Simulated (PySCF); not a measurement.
# Polarisability and C₆ of In(2+) (indium, charge +2)

[Kr] 4d9 5s2, 2D determinant (an excited configuration). Calculation: PySCF 2.14, in aug-cc-pVTZ-PP with ECP28MDF (6s5p4d2f, 55 functions); a scalar-relativistic core potential. Coupled (time-dependent) response in atomic units; α is the mean over directions.

| method | mean α (bohr³) | α xx, yy, zz | C₆ (like pair) | S(−4) |
| --- | --- | --- | --- | --- |
| UHF | 19.16 | 19.45, 19.45, 18.59 | 106.8 | 154.0 |
| PBE | 15.80 | 16.03, 16.03, 15.36 | 84.20 | 98.73 |
| PBE0 | 16.57 | 16.82, 16.82, 16.08 | 89.14 | 110.3 |
| B3LYP | 15.97 | 16.17, 16.17, 15.55 | 84.82 | 101.8 |
| r2SCANh | 16.92 | 17.15, 17.15, 16.45 | 94.86 | 107.0 |

S(−4) is the Cauchy moment in α(ω) = α(0) + S(−4) ω² + …

Spin-orbit coupling is absent.

α(iu) at PBE0:

```tsv
u (hartree)	α(iu) (bohr³)
0	16.57
0.0500	16.30
0.100	15.55
0.200	13.18
0.300	10.65
0.500	6.919
0.750	4.444
1.00	3.147
1.50	1.869
2.00	1.251
3.00	0.6705
5.00	0.2774
```

For an ion, C₆ is the dispersion term alone; charge-induced terms of lower order in 1/R come first.

The components differ because the open shell of this determinant is not spherical; for a pure term their mean is the scalar polarisability.

Energies and moments cover only the electrons outside the core potential.
